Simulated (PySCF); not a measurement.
`[O]=[Ru](=[O])(=[O])=[O]` (singlet state). Level of theory: PBE0-D3(BJ)/def2-SVP geometry optimisation, gas phase, def2 core potentials past Kr (PySCF 2.14.0).

```
atom  x, y, z in Å
Ru1   -0.0005    0.0000    0.0001
O2     0.0204   -0.0156    1.6636
O3     1.5611    0.0074   -0.5720
O4    -0.7923    1.3628   -0.5331
O5    -0.7887   -1.3546   -0.5585
```

**Question.** What is the longest distance between nuclei?

**Answer.** 6 pairs, among them O2···O4, O2···O5 and O4···O5, 2.718 Å down to 2.715 Å.

**Question.** Work out the bond lengths Ru1–O2, Ru1–O3, Ru1–O4, Ru1–O5 in bohr.

**Answer.** For Ru1–O2 the difference vector is (0.0209, -0.0156, 1.6635) Å, of length 1.6637 Å. 1 bohr = 0.529177 Å. Ru1–O2 3.144; Ru1–O3 3.143; Ru1–O4 3.144; Ru1–O5 3.144 bohr.

**Question.** What is the repulsion energy of the bare nuclei, Σ ZA·ZB/RAB?

**Answer.** 522.67 Eh over 10 pairs, with full nuclear charges and distances in bohr; the largest single term is 112.00 Eh (Ru1 with O3).

**Question.** What are the angles O2–Ru1–O3, O3–Ru1–O5, O2–Ru1–O4, O2–Ru1–O5, O3–Ru1–O4, O4–Ru1–O5?

**Answer.** From the scalar product of the two bond vectors; for O2–Ru1–O3 it is -0.9192 Å² over 1.6637 × 1.6631 Å², cos θ = -0.3322. O2–Ru1–O3 109.4°; O3–Ru1–O5 109.4°; O2–Ru1–O4 109.5°; O2–Ru1–O5 109.5°; O3–Ru1–O4 109.4°; O4–Ru1–O5 109.5°.

**Question.** Where is the centre of mass (commonest isotopes), and what is the radius of gyration?

**Answer.** Mass 165.884 u; centre at (0.000, 0.000, 0.000) Å; Rg = √(Σ m r²/M) = 1.033 Å. As Ia + Ib + Ic = 2 Σ m r², the three principal moments sum to 354.1 u·Å².

**Question.** Write the matrix of distances between heavy atoms (Å, lower triangle).

**Answer.** 
```
Ru1   0.000
O2    1.664  0.000
O3    1.663  2.715  0.000
O4    1.664  2.718  2.716  0.000
O5    1.664  2.718  2.716  2.718  0.000
```

The point group is Td within 0.08 Å; differences among equivalent distances and angles are scatter left by the optimiser. PBE0-D3(BJ)/def2-SVP frequencies: not computed here.
